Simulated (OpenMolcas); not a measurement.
Consider [Cu2(μ-OH)2(H2O)4]2+, a planar model complex in vacuum (2 bridging OH, bridge angle 102°, metal-metal distance 3.00 Å, Cu–OH 1.93 Å; typed geometry, not optimised).

```xyz
18

Cu    -1.4983     0.0000     0.0000
Cu     1.4983     0.0000     0.0000
O      0.0000     1.2133     0.0000
H      0.0000     2.1733     0.0000
O      0.0000    -1.2133     0.0000
H      0.0000    -2.1733     0.0000
O     -2.8843     1.3859     0.0000
H     -3.2971     1.7987     0.7747
H     -3.2971     1.7987    -0.7747
O     -2.8843    -1.3859     0.0000
H     -3.2971    -1.7987     0.7747
H     -3.2971    -1.7987    -0.7747
O      2.8843     1.3859     0.0000
H      3.2971     1.7987     0.7747
H      3.2971     1.7987    -0.7747
O      2.8843    -1.3859     0.0000
H      3.2971    -1.7987     0.7747
H      3.2971    -1.7987    -0.7747
```

**Question.** Give the energies of the total-spin states at CASSCF(2,2) on the singly occupied d orbitals (ANO-RCC-VDZP on Cu, O and ANO-RCC-VDZ on H, scalar-relativistic DKH2, RICD, no spin-orbit coupling, OpenMolcas), and the exchange constant.

**Answer.** Local spins 1/2 and 1/2.

| total S | E (cm⁻¹) | natural occupations, lowest and highest |
|---|---|---|
| 1 | 31.7 | 1.000, 1.000 |
| 0 | 0.0 | 0.954, 1.046 |

J = -15.9 cm⁻¹ (antiferromagnetic).

J is defined by H = −2J S1·S2, so negative values are antiferromagnetic. Wave-function values come from the highest and lowest total spin; broken-symmetry values use Yamaguchi's formula with the computed ⟨S²⟩. The active space holds the singly occupied metal orbitals alone, without bridging-ligand orbitals. No row is a measured value.
